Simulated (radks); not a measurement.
Valence configurations of Nb I (all share [Kr]). Calculated with a radial shooting solver on a logarithmic mesh with Libxc functionals: scalar-relativistic Kohn-Sham, r2SCAN, spin-polarised, spherical densities, finite nucleus; open shells are filled with parallel spins first (spin-orbit coupling, left out, can overturn this in heavy ions); meta-GGA in the generalised Kohn-Sham scheme; Fermi nuclear charge, rms radius 4.324 fm. Energies are relative to 4d4 5s1; eigenvalues in eV for spin up.

valence          E (eV)  moment (Bohr magnetons)   e(4d)   e(5p)   e(5s)
4d4 5s1           0.000                        5  -3.851       -  -4.740
4d4 5p1           3.402                        5  -4.966  -1.964       -
4d4.5 5p0.5       2.069                        5  -3.687  -1.372       -
4d5               1.081                        5  -2.421       -       -
4d3.5 5p1.5       5.084                        5  -6.271  -2.530       -
4d3.5 5s1.5       0.947                        4  -4.767       -  -5.084
4d3.5 5s1 5p0.5   1.481                        5  -5.223  -1.903  -5.572
4d3 5s2           1.669                        3  -5.601       -  -5.237
4d3 5s1 5p1       3.336                        5  -6.598  -2.490  -6.354
4d2.5 5s2 5p0.5   3.911                        3  -7.061  -2.202  -6.084

NIST lists [Kr] 4d4 5s1 as the ground configuration; this level of theory agrees among the configurations tried. The energies are those of spherical high-spin densities, not of single terms.
